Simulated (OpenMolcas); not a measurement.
An OpenMolcas run meant for Nd IV (ANO-R2, X2C; inactive shells 1s 2s 2p 3s 3p 3d 4s 4p 4d 5s 5p; intended active space 3 electrons in 7 orbitals (4f)). One step of its input:

```
&CASPT2
Multistate=30 1 2 3 4 5 6 7 8 9 10 11 12 13 14 15 16 17 18 19 20 21 22
23 24 25 26 27 28 29 30
Frozen=14 9
IPEA=0.25
Shift=3.0
MaxIter=60
WThr=0.0 0.3 0.05
PrWF=0.5
NoMix
```

The run finished. Its levels beside those of a sound run (SS-CASPT2, IPEA 0.25 Eh, imaginary shift 0.1 Eh (closed shells correlated: 5s 5p)), in cm-1 above each run's lowest level:

```tsv
Level	This run	Usual run
4f3 4I* 9/2	0.0	0.0
4f3 4I* 11/2	2010	2031
4f3 4I* 13/2	4173	4202
4f3 4I* 15/2	6418	6442
4f3 2H* 9/2 [75 %]	14348	13356
4f3 4F* 3/2	14202	13430
4f3 4F* 5/2	15297	14542
4f3 4S* 3/2	16144	15340
4f3 4F* 7/2	16317	15538
4f3 4F* 9/2	17442	16639
4f3 2H* 11/2	17729	16727
4f3 2G* 7/2	20093	19020
4f3 4G* 5/2	21914	21026
4f3 2G* 9/2 [60 %]	22965	21940
```

**Question.** Which setting is unsound, and how much does it matter here?

**Answer.** The level shift is far above the usual 0.1 to 0.3 hartree and damps the second-order energy. Against the sound run the excited levels shown move by 690 cm-1 on average and by 1100 cm-1 at most.

Term energies are means over components that CASPT2 splits; among the terms shown or strongly mixed into the levels shown the widest spread is 410 cm-1 (4f3 4I*, the sound run). High states are left out of the spin-orbit mixing, which shifts the levels that they would mix with. Some levels mix across a computed gap that differs much from the measured one, so their mixing is not that of the real levels. Some terms miss by over 15 % even with CASPT2, which points to a basis or an active space too small for the shells correlated. Only configurations of the active space appear.

A share in square brackets marks a mixed level and gives the weight of the term that names it, the lowest over the columns. * marks odd parity.
